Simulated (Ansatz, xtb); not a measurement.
**Relative energy of two isomers of CHBNSe+**

We compare I, `[NH+]#CB=[Se]`, a singlet, with II, `C#[N+]B=[Se]`, a singlet. Both are isolated ions in the gas phase, relaxed with B3LYP/6-31G*.

I (Å):

```xyz
5

C     0.0000    0.0000   -0.2797
B     0.0000    0.0000    1.2205
N     0.0000    0.0000   -1.4334
Se    0.0000    0.0000    2.9390
H     0.0000    0.0000   -2.4464
```

II (Å):

```yaml
atoms:
  - { symbol: C, position_ang: [0.0000, 0.0000, -1.3867] }
  - { symbol: B, position_ang: [0.0000, 0.0000, 1.1824] }
  - { symbol: N, position_ang: [0.0000, 0.0000, -0.2316] }
  - { symbol: Se, position_ang: [0.0000, 0.0000, 2.9047] }
  - { symbol: H, position_ang: [0.0000, 0.0000, -2.4689] }
```

Quicker runs give these differences E(II) − E(I): GFN2-xTB −5.8 kcal/mol; HF/STO-3G −6.2 kcal/mol (at GFN2-xTB geometries); r2SCAN-D4/def2-SVP −2.6 kcal/mol (at GFN2-xTB geometries).

**Question.** Estimate E(II) − E(I) at the level CCSD(T)/def2-TZVPP.

**Answer.** Calculated at CCSD(T)/def2-TZVPP: E(II) − E(I) = −2.1 kcal/mol, so structure II lies lower.

How the difference moves with the method:

```json
{"level": "GFN2-xTB", "geometry": "GFN2-xTB", "E(II) − E(I) (kcal/mol)": "−5.8", "departure from the last row (kcal/mol)": "−3.7", "job, with rough time for the two": "optimisation, 0.49 s"}
{"level": "HF/STO-3G", "geometry": "GFN2-xTB", "E(II) − E(I) (kcal/mol)": "−6.2", "departure from the last row (kcal/mol)": "−4.1", "job, with rough time for the two": "single point, 0.86 s"}
{"level": "r2SCAN-D4/def2-SVP", "geometry": "GFN2-xTB", "E(II) − E(I) (kcal/mol)": "−2.6", "departure from the last row (kcal/mol)": "−0.5", "job, with rough time for the two": "single point, 6.3 s"}
{"level": "B3LYP/6-31G*", "geometry": "B3LYP/6-31G*", "E(II) − E(I) (kcal/mol)": "−4.4", "departure from the last row (kcal/mol)": "−2.3", "job, with rough time for the two": "optimisation, 59 s"}
{"level": "HF/def2-TZVPP", "geometry": "B3LYP/6-31G*", "E(II) − E(I) (kcal/mol)": "−6.1", "departure from the last row (kcal/mol)": "−4.0", "job, with rough time for the two": "part of the CCSD(T) run"}
{"level": "MP2/def2-TZVPP", "geometry": "B3LYP/6-31G*", "E(II) − E(I) (kcal/mol)": "−0.6", "departure from the last row (kcal/mol)": "+1.6", "job, with rough time for the two": "part of the CCSD(T) run"}
{"level": "CCSD(T)/def2-TZVPP", "geometry": "B3LYP/6-31G*", "E(II) − E(I) (kcal/mol)": "−2.1", "departure from the last row (kcal/mol)": "", "job, with rough time for the two": "single point, 85 s"}
```

As drawn, II has 1 B–N, 1 C–H in place of 1 C–B, 1 N–H.

The levels shown agree on the order. The largest departure from CCSD(T)/def2-TZVPP is that of HF/STO-3G, 4.1 kcal/mol.

With harmonic frequencies from B3LYP/6-31G* (ideal gas, rigid rotor, one conformer each, 298.15 K, 1 atm): on the last row, ΔE + ΔZPE = −2.2, ΔH = −2.3, ΔG = −2.0 kcal/mol.

The T1 diagnostic of structure II is large, so the coupled-cluster value is less sure. The correlated steps freeze 12 core orbitals; the filled d shell of Se is correlated, in a basis made for valence electrons. Programs: Ansatz 0.2.0, xtb 6.7.1; the last row on 1 thread of AMD EPYC (Zen 3) on a shared host.
